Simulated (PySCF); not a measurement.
Computed properties of Te(F)(iPr) (C3H7FTe), SMILES CC(C)[Te]F

Te(F)(iPr) (C3H7FTe), SMILES CC(C)[Te]F. Geometry optimised at PBE0-D3(BJ)/def2-SVP. This is a generated structure with no PubChem entry under its InChIKey; it may be hypothetical. The def2 effective core potentials stand for the cores of Te; spin–orbit coupling is left out. The values are those of a single conformer. All values are computed for the isolated molecule unless a solvent is named; none is compared with measurement here.

**Structure.** All 30 harmonic modes at PBE0-D3(BJ)/def2-SVP (PySCF) are real, so it is a minimum. With heavy atoms numbered as in [Te:1]([F:2])[CH:3]([CH3:4])[CH3:5], the shortest bond between them is C3–C5 at 1.515 Å and the longest Te1–C3 at 2.175 Å.

**Vibrations.** The strongest infrared lines (harmonic, unscaled, degenerate partners summed) lie at 612 cm⁻¹ (48 km/mol, F 87 %, Te 13 %), 1219 cm⁻¹ (46 km/mol, H 70 %, C 30 %), 1173 cm⁻¹ (28 km/mol, C 52 %, H 48 %). The softest mode is at 55 cm⁻¹ and the zero-point energy is 59.8 kcal/mol.

**Electronic structure.** M06-2X/def2-TZVP (PySCF) places the frontier levels at -7.31 and -1.11 eV, a gap of 6.20 eV, and gives a dipole moment of 3.15 D and a mean polarisability of 72.7 bohr³. PBE/def2-TZVP (PySCF) at the same geometry gives -5.00 and -3.03 eV, so its gap is 4.23 eV narrower. An orbital gap is neither the optical nor the fundamental gap.

**Excitations.** TDA-ωB97X/def2-SVPD (PySCF) has S1 at 2.42 eV (513 nm, f = 0.000, dark); the most intense of the 10 singlets computed lies at 6.10 eV (f = 0.21). T1 (TDA) is at 1.65 eV, 0.77 eV under S1. TDA-PBE/def2-SVPD (PySCF) puts S1 at 2.32 eV.
